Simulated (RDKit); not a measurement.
A run for RDKit: UFF on C6H6 (SMILES c1ccccc1).

```python
from rdkit import Chem
from rdkit.Chem import AllChem, rdDetermineBonds

blocks = [
'''12

C    -0.79491566    1.14038598    0.03309706
C    -1.38447709   -0.11565882   -0.05768988
C    -0.58955883   -1.25605167   -0.09078737
C     0.79491566   -1.14038598   -0.03309706
C     1.38447709    0.11565882    0.05768988
C     0.58955883    1.25605167    0.09078737
H    -1.41380502    2.02824482    0.05884996
H    -2.46236920   -0.20569867   -0.10261506
H    -1.04855967   -2.23395408   -0.16151210
H     1.41380502   -2.02824482   -0.05884996
H     2.46236920    0.20569867    0.10261506
H     1.04855967    2.23395408    0.16151210
''',
]
mol = None
for b in blocks:
    f = Chem.MolFromXYZBlock(b)
    rdDetermineBonds.DetermineBonds(f, charge=0)
    mol = f if mol is None else Chem.CombineMols(mol, f)
Chem.SanitizeMol(mol)
print(Chem.MolToSmiles(Chem.RemoveHs(mol)))
ff = AllChem.UFFGetMoleculeForceField(mol, vdwThresh=100.0, ignoreInterfragInteractions=False)
e = ff.CalcEnergy()
print(f'UFF energy {e:.6f} kcal/mol')
```

Program output:

```
c1ccccc1
UFF energy 10.789269 kcal/mol
```

The run finished.

Cost: roughly 0.03 core-seconds.
